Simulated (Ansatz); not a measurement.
The same ligand exchange along the group C, Si, Ge, Sn.

Isolated molecules relaxed with PBE0-D4/def2-TZVP in Ansatz; ΔE leaves out vibrations. CBS: MP2 limit from def2 TZ/QZ plus the TZ coupled-cluster correction, frozen cores. This one scheme is used for every species. DFT in def2-TZVPP. Elements past krypton have def2 core potentials. For Ge, Sn outer-core shells are correlated without core-valence functions, which leaves a few kJ/mol of doubt a bond. Scalar relativity is left out up to krypton. Each species was taken in one conformer, which may not be the lowest.

| reaction | CCSD(T)/CBS(def2) (kcal/mol) |
| --- | --- |
| `FC(F)(F)S` + H–F → `FC(F)(F)F` + H₂S | ? |
| `F[Si](F)(F)S` + H–F → `F[Si](F)(F)F` + H₂S | -21.6 |
| `[F][Ge]([F])([F])[SH]` + H–F → `[F][Ge]([F])([F])[F]` + H₂S | 0.6 |
| `[F][Sn]([F])([F])[SH]` + H–F → `[F][Sn]([F])([F])[F]` + H₂S | 8.6 |

(1) Fill in the missing values. (Best estimate.)

Largest T1 diagnostic: 0.015, for `[F][Sn]([F])([F])[F]`.

## Answers

(1) Computed: `FC(F)(F)S` + H–F → `FC(F)(F)F` + H₂S: -6.3 kcal/mol.
